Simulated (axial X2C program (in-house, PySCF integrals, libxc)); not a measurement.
**Correcting the dissociation energy of ScP for spin–orbit coupling**

A spin-free PBE0 curve (one-electron X2C) was computed with an axial X2C code built on PySCF integrals, basis Sc dyall-cv3z [10s11p7d5f2g], P dyall-v3z [8s7p2d1f] (cores contracted in-house), for the state M_S = 0, Λ = 0 (closed shell). It gives D0 = 2.717 eV to Sc + P, which in a spin-free picture are the weighted means of the ground terms.

Measured levels of the ground terms (NIST Handbook of Basic Atomic Spectroscopic Data), in cm⁻¹: Sc 2D: J = 3/2 at 0, J = 5/2 at 168.3; P 4S: J = 3/2 at 0.

The molecular state has Λ = 0, so it has no first-order lowering.

Task: How far does each ground level lie under the (2J+1)-weighted mean of its term?

Result: Sc: (4 × 0 + 6 × 168.3)/10 = 101 cm⁻¹; P: a single level, 0.

Task: Correct D0.

Result: D0 = 2.717 + (0 − 101)/8065.5 = 2.704 eV at PBE0 with these spin–orbit terms.

Second-order spin–orbit effects in the molecule, which grow quickly with Z, are left out. Occupations by symmetry block were frozen at the best pattern of an incomplete PBE0 search. De is counted from the lowest determinant-based energies of the atoms at the same level, without counterpoise correction. Other states lie close and PBE0, whose exact exchange favours high spin, may order them wrongly; the determinant shown need not be the ground state. The nearest other spin-free determinant of the search, M_S = 1, Λ = 1, lies 0.50 eV up at the distance of the search.
